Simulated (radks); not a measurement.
Q: The cobalt ion Co10+ is in [Ne] 3s2 3p5. Method: scalar-relativistic Kohn-Sham, PBEsol, spin-polarised, spherical densities, finite nucleus; Fermi nuclear charge, rms radius of each element as measured or else 0.836 A^(1/3) + 0.57 fm; computed with a radial shooting solver on a logarithmic mesh with Libxc functionals. Open shells are filled with parallel spins first. One electron is removed from 3p, 2s, 3s, 2p in turn, with full relaxation. Which removal costs least, and what does each cost?

A: 3p 305.56 eV; 3s 344.14 eV; 2p 1078.2 eV; 2s 1201.1 eV. The 3p electron leaves first.
